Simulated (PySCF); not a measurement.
Screening by computed properties: pick the candidate that meets the target.

Species are written as SMILES; each is one conformer at its optimised geometry, gas phase, non-relativistic unless stated; the electronic structure was computed with PySCF and density fitting.

Dipoles, sizes and rotational constants follow the conformer. The torsions of the flexible species, by atom-mapped SMILES:
- `[F:1][CH2:2][C@@H:3]1[O:4][C@@H:5]([F:6])[C@H:7]1[CH:8]([F:9])[F:10]`: F1–C2–C3–O4 66°, C5–C7–C8–F9 152°
- `[CH3:1][SiH2:2][O:3][Si@@H:4]([CH3:5])[CH2:6][SiH3:7]`: C1–Si2–O3–Si4 -60°, Si2–O3–Si4–C5 -76°, O3–Si4–C6–Si7 180°
- `[CH:1]#[C:2][SiH2:3][O:4][Si@:5]([CH3:6])([SiH3:7])[NH:8][CH3:9]`: C2–Si3–O4–Si5 -35°, Si3–O4–Si5–C6 -161°, O4–Si5–N8–C9 -178°
- `[CH3:1][CH:2]([CH3:3])[SiH2:4][SiH2:5][O:6][SiH3:7]`: C1–C2–Si4–Si5 55°, C2–Si4–Si5–O6 170°, Si4–Si5–O6–Si7 168°
- `[CH3:1][C:2]([CH3:3])([NH:4][SiH3:5])[SiH2:6][SiH2:7][F:8]`: C1–C2–N4–Si5 178°, C1–C2–Si6–Si7 -69°, C2–Si6–Si7–F8 178°
- `[CH3:1][Si@@H:2]([SiH3:3])[CH2:4][O:5][CH2:6][O:7][SiH3:8]`: C1–Si2–C4–O5 -152°, Si2–C4–O5–C6 -179°, C4–O5–C6–O7 67°, O5–C6–O7–Si8 169°

Problem. Wanted: HOMO energy between -8.4 eV and -7.8 eV (PBE0/pcSseg-1) and dipole moment below 1.5 D (PBE0/pcSseg-1), at GFN2-xTB geometries. Which candidate meets both?
A. `C[SiH2]O[Si@@H](C)C[SiH3]`
B. `CC(C)[SiH2][SiH2]O[SiH3]`
C. `CC(C)(N[SiH3])[SiH2][SiH2]F`
D. `FC[C@@H]1O[C@@H](F)[C@H]1C(F)F`
E. `C#C[SiH2]O[Si@](C)([SiH3])NC`

Solution. A. Computed values:
| species | HOMO energy | dipole moment |
| --- | --- | --- |
| FC[C@@H]1O[C@@H](F)[C@H]1C(F)F | -8.74 eV | 1.63 D |
| C[SiH2]O[Si@@H](C)C[SiH3] | -8.04 eV | 1.10 D |
| CC(C)[SiH2][SiH2]O[SiH3] | -7.62 eV | 0.59 D |
| CC(C)(N[SiH3])[SiH2][SiH2]F | -7.00 eV | 3.19 D |
| C#C[SiH2]O[Si@](C)([SiH3])NC | -6.54 eV | 1.41 D |

Problem. Wanted: smallest rotational constant between 0.4 GHz and 0.5 GHz (GFN2-xTB) and HOMO–LUMO gap below 9.4 eV (PBE0/pcSseg-1), at GFN2-xTB geometries. Which candidate meets both?
A. `C[Si@@H]([SiH3])COCO[SiH3]`
B. `CC(C)[SiH2][SiH2]O[SiH3]`
C. `C[SiH2]O[Si@@H](C)C[SiH3]`
D. `O1[C@H]([C@H](C(F)F)[C@@H]1F)CF`

Solution. B. Computed values:
| species | smallest rotational constant | HOMO–LUMO gap |
| --- | --- | --- |
| C[Si@@H]([SiH3])COCO[SiH3] | 0.380 GHz | 8.23 eV |
| CC(C)[SiH2][SiH2]O[SiH3] | 0.469 GHz | 7.09 eV |
| C[SiH2]O[Si@@H](C)C[SiH3] | 0.563 GHz | 8.76 eV |
| O1[C@H]([C@H](C(F)F)[C@@H]1F)CF | 0.762 GHz | 10.10 eV |
